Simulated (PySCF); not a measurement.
# How methods differ on the excitation energy of Ru⁺

Ru⁺ [Kr] 4d7 (4F) → Ru⁺ [Kr] 4d6 5s1 (6D), as a difference of total energies. All numbers are calculated (PySCF 2.14, the spin-free X2C one-electron Hamiltonian (Gaussian nucleus), in ANO-RCC-VTZP). Correlated levels: valence: [Kr] frozen; valence and next inner shell: [Ar] 3d10 frozen. The calculations carry no spin-orbit coupling.

```tsv
method	excitation energy (cm⁻¹)
UHF	3164.6
LDA	8460.6
PBE	8612.8
PBE0	8724.5
r2SCAN	7389.6
B3LYP	9965.4
BLYP	9821.1
B97-3	12495
MP2 (valence)	8756.5
SCS-MP2 (valence)	12580
MP2 (valence and next inner shell)	7001.8
SCS-MP2 (valence and next inner shell)	9450.8
```

Problem. How much does correlation contribute at MP2 (valence and next inner shell)?

Solution. 7001.8 − (3164.6) = 3837.2 cm⁻¹, measured against UHF.

Errors of the correlated levels include the incompleteness of this basis and the frozen core.

The basis was made for the ground configuration and has no added diffuse functions, so the excitation energy can come out too high.

For comparison: 8795.3 cm⁻¹ (measured; NIST levels, between the centres of gravity of the two terms).
